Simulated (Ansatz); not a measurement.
Gas-phase electronic energies from Ansatz, PBE0-D4/def2-TZVP geometries. CCSD(T)/CBS adds triple-zeta CCSD(T) − MP2 to the extrapolated MP2 energy (def2 sets, frozen cores). This one scheme is used for every species. DFT in def2-TZVPP. Elements past krypton have def2 core potentials. For Ga, In outer-core shells are correlated without core-valence functions, which leaves a few kJ/mol of doubt a bond. Scalar relativity is left out up to krypton.

`C=[C]([GaH2])[InH2]` + SiH₄ → `C=[C]([SiH3])[InH2]` + `[GaH3]`  (formal exchange of groups at a C–Ga bond)

```json
{"species": "`C=[C]([GaH2])[InH2]`", "PBE0 energy (Eh)": "-2194.39802"}
{"species": "SiH₄", "PBE0 energy (Eh)": "-291.75661"}
{"species": "`C=[C]([SiH3])[InH2]`", "PBE0 energy (Eh)": "-559.79533"}
{"species": "`[GaH3]`", "PBE0 energy (Eh)": "-1926.36107"}
```

Task: Work out ΔE.

Result: ΔE = (-559.79533) + (-1926.36107) − (-2194.39802) − (-291.75661) = -0.00177 Eh = -4.6 kJ/mol. CCSD(T)/CBS gives +1.9 kJ/mol.

Largest T1 diagnostic among the species: 0.014.

From BLYP to BHLYP (50 % exact exchange), in def2-TZVPP and without D4, ΔE moves by −4.0 kJ/mol. Leaving LDA and LC-ωPBE aside and taking each functional with its dispersion term where it has one, the values, not all of them listed here, spread over 12.4 kJ/mol, from B97M-V to B2PLYP. In def2-TZVPP, CCSD(T) changes the Hartree–Fock value by +6.6 kJ/mol (the triples alone add +1.2 kJ/mol) and MP2 by +8.1 kJ/mol.
